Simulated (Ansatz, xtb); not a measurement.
Species: SnH3, charge -1, multiplicity 1. Whether it binds its extra electron was not tested at this geometry. 
Coordinates optimised at B3LYP-D3(BJ)/def2-TZVP (Ansatz, a quantum-chemistry and plane-wave program):
```
Sn
H 1 1.8076
H 1 1.8076 2 92.58
H 1 1.8076 2 92.58 3 92.70
```
Charge -1, spin multiplicity 1.

Harmonic wavenumbers from GFN2-xTB (xtb, at its own minimum), cm⁻¹: 532, 544, 545, 1004, 1008, 1032.

Problem. Give the harmonic wavenumbers at B3LYP-D3(BJ)/def2-TZVP (Ansatz, finite differences of forces, unscaled).

Solution. 730, 743, 743, 1547, 1547, 1550 cm⁻¹. Zero-point energy 9.8 kcal/mol.

Problem. From these and the geometry, give the ideal-gas thermochemistry at 298.15 K and 1 atm (rigid rotor, harmonic oscillator).

Solution. Point group C3v, rotational symmetry number 3. Rotational constants 79.41, 79.41, 73.42 GHz. S(trans) 40.30, S(rot) 15.01, S(vib) 0.82, S(elec, spin only) 0.00, S 56.1 cal/(mol K). H(298) - H(0) 2.56 kcal/mol; G - E(el) -4.4 kcal/mol.
